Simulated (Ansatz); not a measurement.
Cost and result for the atomization energy of H8OSi3, SMILES `O[SiH2][SiH2][SiH3]` (12 atoms, 11 bonds).

```csv
atom,x (Å),y (Å),z (Å)
O1,2.182,1.804,-1.163
Si2,0.634,1.289,-0.894
Si3,0.516,-0.677,0.380
Si4,-1.717,-1.287,0.723
H5,2.736,1.959,-0.397
H6,0.053,1.060,-2.240
H7,-0.173,2.335,-0.200
H8,1.242,-1.788,-0.297
H9,1.164,-0.451,1.706
H10,-1.815,-2.533,1.530
H11,-2.434,-0.198,1.439
H12,-2.388,-1.514,-0.586
```

The species carries charge 0 and has multiplicity 1. The geometry is a stationary point of PBE0-D4/def2-TZVP. It is one conformer, not always the lowest. Program: Ansatz. All runs use 4 threads of an Arm Neoverse V1 on a shared host. Times are those of one run each, without the atoms' runs, and a repeat can differ threefold. Electronic energies, without spin–orbit coupling; frozen cores. CCSD(T)/CBS adds CCSD(T) − MP2 in def2-TZVPP to the MP2 limit, and its time is that of the two runs behind it. T1 = 0.013. B3LYP takes the VWN-RPA correlation (the form of Gaussian; ORCA's B3LYP/G).

CCSD(T)/CBS is a level of theory with its own doubt, some kJ/mol a heavy atom from the limit and from the frozen cores, so smaller differences don't rank the functionals.

```tsv
level	functions	wall time
LDA (SPW92)/def2-TZVPP	269	1.4 s
revPBE-D4/def2-TZVPP	269	2.1 s
PBE0-D4/def2-TZVPP	269	3.1 s
BHLYP-D4/def2-TZVPP	269	3.3 s
CCSD(T)/def2-SVP	108	3.3 s
CAM-B3LYP-D4/def2-TZVPP	269	3.8 s
r2SCAN-D4/def2-TZVPP (with forces)	269	4.7 s
B3LYP-D4/def2-TZVPP (with forces)	269	5.5 s
B2PLYP/def2-TZVPP	269	5.5 s
ωB97M-V/def2-TZVPP (with forces)	269	12 s
MP2/def2-QZVPP	507	21 s
CCSD(T)/def2-TZVPP	269	120 s
CCSD(T)/CBS(def2)	–	2.3 min
```

Q: What atomization energy does each give, and how far from CCSD(T)/CBS? (An estimate is asked.)

A: Ansatz gave: 
```tsv
level	atomization (kJ/mol)	difference from CCSD(T)/CBS	per bond
LDA (SPW92)/def2-TZVPP	4094.4	384.8	35.0
revPBE-D4/def2-TZVPP	3605.5	-104.1	-9.5
PBE0-D4/def2-TZVPP	3641.7	-67.9	-6.2
BHLYP-D4/def2-TZVPP	3637.7	-71.9	-6.5
CCSD(T)/def2-SVP	3421.9	-287.7	-26.2
CAM-B3LYP-D4/def2-TZVPP	3703.5	-6.1	-0.6
r2SCAN-D4/def2-TZVPP (with forces)	3694.4	-15.2	-1.4
B3LYP-D4/def2-TZVPP (with forces)	3688.6	-21.0	-1.9
B2PLYP/def2-TZVPP	3637.7	-71.9	-6.5
ωB97M-V/def2-TZVPP (with forces)	3693.5	-16.1	-1.5
MP2/def2-QZVPP	3651.8	-57.8	-5.3
CCSD(T)/def2-TZVPP	3607.9	-101.7	-9.2
CCSD(T)/CBS(def2)	3709.6	0.0	0.0
```

At CCSD(T), def2-SVP lies −287.7 kJ/mol from the extrapolated value and def2-TZVPP −101.7 kJ/mol: correlation converges slowly with the basis, and small sets miss more of it in the bonded molecule than in its fragments. From PBE to PBE0 (25 % exact exchange), in def2-TZVPP and without D4, the atomization energy moves by −16.5 kJ/mol: exact exchange takes away binding that semilocal exchange gives to molecules. The D4 term adds +41.9 kJ/mol with B3LYP and +22.3 kJ/mol with PBE0; it sums over pairs of atoms, weighted by their polarisabilities, and B3LYP, whose exchange is more repulsive, gets the larger term.
